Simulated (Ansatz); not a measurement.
The cluster TiAl3, relaxed as a doublet with UKS PBE0-D4/def2-SVP in Ansatz, starting from the GFN1-xTB geometry. Force threshold 0.02 eV/Å.

The charge 0 doublet is spin-contaminated (final ⟨S²⟩ up to 2.20, 0.75 for a pure state). At PBE0-D4/def2-SVP a quartet of charge 0 lies 0.11 eV below the doublet, each at its own geometry. The structure comes from a short search, and lower isomers may exist.

Start:

```xyz
4

Ti    0.001    0.000   -0.003
Al   -0.944   -0.263   -0.893
Al   -0.320    0.188    1.290
Al    1.264    0.075   -0.393
```

Question: Estimate the energy that the relaxation releases and the steps that it takes.

Answer: 5403.1 kJ/mol, in 32 steps; 3.8 min on 4 threads of Intel Xeon Platinum 8259CL on a shared host. No frequencies were taken in this run, so the end may be a saddle point.

Question: Does the start keep its bonding and symmetry?

Answer: By distances, no bond broke or formed, bridged metal pairs apart. The bond that changes most is Ti1–Al4, from 1.32 to 2.71 Å (atoms count from 1). Metal–metal contacts that move far: Al2–Al3 2.31 to 2.84 Å. Point group C2v at the start, Cs at the end, both within 0.05 Å.

Question: Predict the relaxed structure.

Answer: 
| atom | x (Å) | y (Å) | z (Å) |
| --- | --- | --- | --- |
| Ti1 | -1.248 | -0.747 | 0.746 |
| Al2 | -0.578 | 0.593 | -1.440 |
| Al3 | 0.625 | 1.095 | 1.080 |
| Al4 | 1.202 | -0.941 | -0.386 |
Bond lengths (bridged metal pairs left out): 3 × Al–Ti 2.65 to 2.71 Å; 3 × Al–Al 2.57 to 2.84 Å.
